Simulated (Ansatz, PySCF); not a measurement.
Gas-phase reaction (SMILES): [SiH3][SiH2][SiH2][SiH3] + 3 [H][H] (H2) -> 4 [SiH4] (SiH4); energy of full hydrogenation.

Each molecule is optimised on its own at B3LYP-D3(BJ)/def2-TZVP (Ansatz, a first-principles code), one conformer each, not searched for the lowest. Correlated levels leave the core frozen unless marked. No spin-orbit coupling. No relativistic terms. CBS(X,Y): correlation extrapolated as X^-3; Hartree-Fock from the larger set. Thermal terms are rigid-rotor harmonic-oscillator values from B3LYP-D3(BJ) frequencies (Ansatz or PySCF) at 298.15 K and 1 atm. 1 Eh = 627.5095 kcal/mol.

```json
[
 {"species": "[SiH3][SiH2][SiH2][SiH3]", "E, CCSD(T)/CBS(cc-pV(T+d)Z,cc-pV(Q+d)Z) (Ansatz) (Eh)": "-1162.29333", "E, B3LYP-D3(BJ)/def2-TZVPD (Ansatz + dftd3) (Eh)": "-1164.12310", "H - E (Eh)": "0.09477"},
 {"species": "[H][H] (H2)", "E, CCSD(T)/CBS(cc-pV(T+d)Z,cc-pV(Q+d)Z) (Ansatz) (Eh)": "-1.17450", "E, B3LYP-D3(BJ)/def2-TZVPD (Ansatz + dftd3) (Eh)": "-1.17983", "H - E (Eh)": "0.01336"},
 {"species": "[SiH4] (SiH4)", "E, CCSD(T)/CBS(cc-pV(T+d)Z,cc-pV(Q+d)Z) (Ansatz) (Eh)": "-291.45815", "E, B3LYP-D3(BJ)/def2-TZVPD (Ansatz + dftd3) (Eh)": "-291.91976", "H - E (Eh)": "0.03520"}
]
```

Q: Work out ΔE and ΔH at 298.15 K at the first level, then ΔH at the second.

A: 
1. ΔE = [4×(-291.45815)] - [(-1162.29333) + 3×(-1.17450)] = -0.01577 Eh = -9.9 kcal/mol at CCSD(T)/CBS(cc-pV(T+d)Z,cc-pV(Q+d)Z).
2. The terms H - E add up to 0.00595 Eh, so ΔH = (-0.01577 + (0.00595))×627.5095 = -6.2 kcal/mol.
3. At B3LYP-D3(BJ)/def2-TZVPD the same steps give ΔE = -10.3 and ΔH = -6.6 kcal/mol, a shift of -0.4 from the first level.
4. These values are not checked against measurement here, since the tables used lack a sound gas-phase enthalpy of formation for at least one species.
